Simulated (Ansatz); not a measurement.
Calculation: B3LYP-D3(BJ)/def2-SVP (Ansatz, an electronic-structure program). No frequencies were computed at this level.

Ansatz 0.2 input:
```yaml
crystal:
  periodic: [false, false, false]
  atoms:
    - { symbol: Br, position_ang: [-0.098821, 2.48937, 0.030749] }
    - { symbol: In, position_ang: [-0.000032, 0.000083, -0.000264] }
    - { symbol: Br, position_ang: [2.205021, -1.158581, -0.064011] }
    - { symbol: Br, position_ang: [-2.106168, -1.330872, 0.033527] }
basis:
  gaussian: { orbitals: def2-svp }
hamiltonian:
  xc: b3lyp
  dispersion: d3bj
relax:
  max_steps: 150
```

Output:

```
Functional definition: B3LYP
1340 factors; integrals over basis functions are off by at most 1.9e-4 eV
mean field evaluation 1: about -215294.4243 eV, gradient 2.0e1 eV
mean field evaluation 2: about -215293.0097 eV, gradient 3.0e1 eV
mean field evaluation 4: about -215295.6853 eV, gradient 3.6e-1 eV
mean field evaluation 8: about -215295.7000 eV, gradient 1.8e-2 eV
mean field -215295.69999670 eV, -7911.9710422121 hartree, gradient 3.3e-5 eV, S^2 0.000000; 0 other end points of the search recorded, 0 dependent functions left out
reference -215295.70026362 eV, -7911.9710520211 hartree; 63, 63 occupied and 59, 59 virtual orbitals, 1340 factors
relax step   1: F+E_penalty+E_count = -215295.99106523 eV  Δ(F+E_penalty+E_count) = +0.000e0 eV  max|allowed force component| = 1.366e-1 eV/Å  Δτ_max = 0.0000 Å  (24 SCF iters, accepted)
these checks for a lower state are left out or cut short: starts, cluster_reference, orbital_swaps, neighbouring_geometries, increment
1340 factors; integrals over basis functions are off by at most 1.8e-4 eV
mean field evaluation 16: about -215295.6829 eV, gradient 2.1e0 eV
mean field -215295.69785113 eV, -7911.9709633638 hartree, gradient 6.0e-5 eV, S^2 0.000000; 0 other end points of the search recorded, 0 dependent functions left out
reference -215295.69811726 eV, -7911.9709731436 hartree; 63, 63 occupied and 59, 59 virtual orbitals, 1340 factors
relax step   2: F+E_penalty+E_count = -215295.99231693 eV  Δ(F+E_penalty+E_count) = -1.252e-3 eV  max|allowed force component| = 9.923e-2 eV/Å  Δτ_max = 0.0203 Å  (25 SCF iters, accepted)
these checks for a lower state are left out or cut short: starts, cluster_reference, orbital_swaps, neighbouring_geometries, increment
1340 factors; integrals over basis functions are off by at most 1.8e-4 eV
mean field -215295.70046550 eV, -7911.9710594402 hartree, gradient 5.9e-5 eV, S^2 0.000000; 0 other end points of the search recorded, 0 dependent functions left out
reference -215295.70073195 eV, -7911.9710692317 hartree; 63, 63 occupied and 59, 59 virtual orbitals, 1340 factors
relax step   3: F+E_penalty+E_count = -215295.99355542 eV  Δ(F+E_penalty+E_count) = -1.238e-3 eV  max|allowed force component| = 1.973e-3 eV/Å  Δτ_max = 0.0082 Å  (25 SCF iters, accepted)
1340 factors; integrals over basis functions are off by at most 1.8e-4 eV
mean field evaluation 32: about -215295.6869 eV, gradient 3.6e-1 eV
mean field -215295.70046550 eV, -7911.9710594402 hartree, gradient 5.9e-5 eV, S^2 0.000000; 1 other end points of the search recorded, 0 dependent functions left out
reference -215295.70073195 eV, -7911.9710692317 hartree; 63, 63 occupied and 59, 59 virtual orbitals, 1340 factors
Total energy: -215295.99382186 eV, -7911.9818400873 hartree
Atom 0 at    -0.098345     2.477504     0.030517 Å, force    -0.000072     0.001973     0.000018 eV/Å
Atom 1 at     0.000000     0.000070    -0.000008 Å, force    -0.000002    -0.000090     0.000018 eV/Å
Atom 2 at     2.194233    -1.153049    -0.063785 Å, force     0.001530    -0.000878    -0.000052 eV/Å
Atom 3 at    -2.095888    -1.324525     0.033276 Å, force    -0.001457    -0.001005     0.000016 eV/Å
Dipole moment:     0.000000     0.000105    -0.000007 e Å
```

Cost: about 27 core-seconds (a rough figure).
